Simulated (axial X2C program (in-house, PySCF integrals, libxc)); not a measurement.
## SBr⁻: cheaper levels and CCSD(T), two-component

All values were computed with an in-house all-electron X2C program for linear molecules (integrals from PySCF). Two-component (2c) means X2C with spin–orbit coupling and atomic mean-field two-electron Coulomb and Gaunt terms. Basis: Br dyall-acv3z [9s10p7d5f1g], S dyall-av3z [9s8p3d2f] (cores contracted in-house); Gaussian nuclei, density fitting, unrestricted open shells. Masses: Br 78.918 u, S 31.972 u.

State: Ω = 0 (closed shell); fragments Br- + S.

```
level  Re (Å)  ωe (cm⁻¹)  De (eV)
 PBE0   2.244      381.6     1.75
   HF   2.263      369.8    0.170
  MP2   2.241      392.3     1.62
 CCSD   2.270      365.7     1.46
 TPSS   2.276      354.6     1.81
```

Correlated methods: 14 electrons correlated (number of frozen shells: Br 3 s, 2 p, 1 d; S 2 s, 1 p), 242 virtual spin orbitals or spinors in MP2, 90 natural virtuals in coupled cluster.

CCSD(T), same Hamiltonian and basis:

Re = 2.276 Å, ωe = 360.2 cm⁻¹, De = 1.56 eV; T1 = 0.011 (Lee–Taylor normalisation).

Problem. Give the differences from CCSD(T) in the columns below.

Solution. 

```csv
level,ΔRe (Å),Δωe (cm⁻¹),ΔDe (eV)
PBE0,-0.032,21,0.19
HF,-0.013,10,-1.39
MP2,-0.035,32,0.06
CCSD,-0.006,6,-0.10
TPSS,0.000,-6,0.25
```

The state is a single determinant with fixed occupations, the lowest that a limited PBE0 search found. The closed shell is kept restricted, so the energy runs too high when the bond is stretched far. Dissociation energies refer to the lowest single-determinant-based atoms at the same level and basis. Coupled cluster ran in a truncated set of natural virtual spinors; the MP2 energy of the rest was added. (T) has no such correction and the atoms are truncated less, which lowers De at CCSD(T) by a hundredth of an eV or more. In 2c an atomic determinant is not the ground J level, so De misses part of the atomic spin–orbit lowering. This holds for PBE0, TPSS. The functionals have no current-density term, which raises determinants with orbital currents, atoms included. The highest occupied level of some functionals is positive through self-interaction error; at Hartree–Fock it is bound. Hartree–Fock gets electron affinities wrong, so its lowest charge split need not be the true one.
